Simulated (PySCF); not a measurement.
Molfile (atoms numbered from 1):
```
C5H8OSi
     RDKit          3D

 15 14  0  0  0  0  0  0  0  0999 V2000
   -1.6231    0.0289   -2.4923 C   0  0  0  0  0  0  0  0  0  0  0  0
   -1.2802   -0.2618   -1.1193 C   0  0  0  0  0  0  0  0  0  0  0  0
   -0.9718   -0.4916    0.0218 C   0  0  0  0  0  0  0  0  0  0  0  0
   -0.6577   -0.7809    1.3629 C   0  0  0  0  0  0  0  0  0  0  0  0
    0.4959   -0.4777    1.9631 C   0  0  0  0  0  0  0  0  0  0  0  0
    1.5596    0.1417    1.4390 O   0  0  0  0  0  0  0  0  0  0  0  0
    1.9751    0.7596   -0.0077 Si  0  0  0  0  0  4  0  0  0  0  0  0
   -1.0574    0.8930   -2.8420 H   0  0  0  0  0  0  0  0  0  0  0  0
   -2.6890    0.2423   -2.5764 H   0  0  0  0  0  0  0  0  0  0  0  0
   -1.3853   -0.8263   -3.1257 H   0  0  0  0  0  0  0  0  0  0  0  0
   -1.4203   -1.2879    1.9376 H   0  0  0  0  0  0  0  0  0  0  0  0
    0.6526   -0.7379    3.0048 H   0  0  0  0  0  0  0  0  0  0  0  0
    3.3097    1.2242    0.3496 H   0  0  0  0  0  0  0  0  0  0  0  0
    1.9993   -0.2716   -1.0437 H   0  0  0  0  0  0  0  0  0  0  0  0
    1.0880    1.8540   -0.3992 H   0  0  0  0  0  0  0  0  0  0  0  0
  1  2  1  0
  2  3  3  0
  3  4  1  0
  4  5  2  0
  5  6  1  0
  6  7  1  0
  1  8  1  0
  1  9  1  0
  1 10  1  0
  4 11  1  0
  5 12  1  0
  7 13  1  0
  7 14  1  0
  7 15  1  0
M  END
```

Non-relativistic, isolated molecule, one conformer, fast rotation and ring inversion assumed for equivalent nuclei. Geometry from GFN2-xTB; shielding tensors at PBE0/pcSseg-1 (GIAO); PySCF 2.14.

Referencing at the same level of theory: 13C and 1H and 29Si vs TMS; H2O for 17O.

| atoms | nucleus | count | δ (ppm) |
| --- | --- | --- | --- |
| H13/H14/H15 | 1H | 3 | 5.34 |
| Si7 | 29Si | 1 | -41.2 |
| O6 | 17O | 1 | 104.4 |
| C2 | 13C | 1 | ? |
| C3 | 13C | 1 | 80.5 |
| C1 | 13C | 1 | 6.0 |
| C5 | 13C | 1 | ? |
| H12 | 1H | 1 | 6.36 |
| H11 | 1H | 1 | ? |
| C4 | 13C | 1 | 93.5 |
| H8/H9/H10 | 1H | 3 | 2.16 |

Complete the table.

Results:


- C5: 158.0 ppm, alkene carbon bearing oxygen; an sp2 carbon further deshielded by the attached heteroatom
- C2: 98.7 ppm, alkyne carbon; the triple bond shields along its axis, which puts it between sp3 and sp2 carbons
- H11: 4.84 ppm, hydrogen on a β carbon of an enol-ether or enamine type C=C; lone-pair donation from O or N shields it, upfield of ordinary alkene protons

Shifts are as computed. Against solution values, carbons near 30 ppm lie about +3 ppm off and those near 130 ppm about +5 ppm (rms about the fit 2.1 ppm; single classes can miss by 10 ppm). Of 1328 compounds with measured shifts, 309 miss one by over three times the rms of a fit or turn the order of signals round; such compounds aren't used in these exercises. Signals without a measured value on file couldn't be tested in this way; 1H shifts scatter by 0.2 ppm about their fit, and single ones miss by 0.5 ppm. Experimental scales use liquid or dissolved standards, which lie at an offset from isolated H2O (liquid H2O: subtract about 36 ppm).
